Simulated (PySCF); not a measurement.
Compound: C₅H₁₆N₂Si.
Structure used (GFN2-xTB), in Å, numbered top down from 1:
```xyz
24
C5H16N2Si angstrom
C      1.6797    1.2655    0.7292
C      1.7510   -0.0832    0.0300
N      0.5593   -0.3617   -0.7555
C      0.6759   -1.6220   -1.4614
N     -0.6374   -0.2772   -0.0040
Si    -1.0674   -1.3425    1.2841
C     -1.6662    0.4207   -0.7499
C     -1.3061    1.8810   -0.9986
H      2.5952    1.4349    1.2910
H      1.5622    2.0632    0.0009
H      0.8366    1.2878    1.4142
H      1.9384   -0.8741    0.7751
H      2.5882   -0.0860   -0.6743
H      0.8452   -2.4732   -0.7853
H      1.5060   -1.5567   -2.1639
H     -0.2414   -1.7984   -2.0210
H     -1.6981   -2.6083    0.8695
H      0.1503   -1.6646    2.0246
H     -2.0020   -0.5782    2.1080
H     -2.5917    0.3601   -0.1755
H     -1.8376   -0.0750   -1.7155
H     -1.1739    2.4004   -0.0533
H     -0.3807    1.9381   -1.5641
H     -2.0972    2.3691   -1.5631
```

Computed at PBE0/pcSseg-1 (PySCF, non-relativistic), with Q(14N) = 0.02044 b: N3, 14N (I = 1): χzz = -7.087 MHz, η = 0.386; N5, 14N (I = 1): χzz = -6.521 MHz, η = 0.506.

(1) Find the zero-field quadrupole resonance frequencies of 14N at N3.

(2) Find the zero-field quadrupole resonance frequencies of 14N at N5.

Answers

(1) From ν± = (3/4)|χ|(1 ± η/3) and ν0 = |χ|η/2: ν+ 5.998 MHz, ν− 4.631 MHz, ν0 1.367 MHz (hydrazine nitrogen).

(2) From ν± = (3/4)|χ|(1 ± η/3) and ν0 = |χ|η/2: ν+ 5.716 MHz, ν− 4.065 MHz, ν0 1.651 MHz (hydrazine nitrogen).

In a crystal, neighbours and librations shift these lines. The structure is a single GFN2-xTB conformer in the gas phase; no vibrational or solvent corrections. GFN2-xTB bond lengths can be off by several hundredths of an ångström, more for odd bonds, and the gradients follow them. With so small a basis the couplings can be 20 % off.

These values come from a run that also computed NMR shieldings. On Arm Neoverse V1, one thread, shared host, this took 43 s wall and 1.1 GiB of memory at its peak.
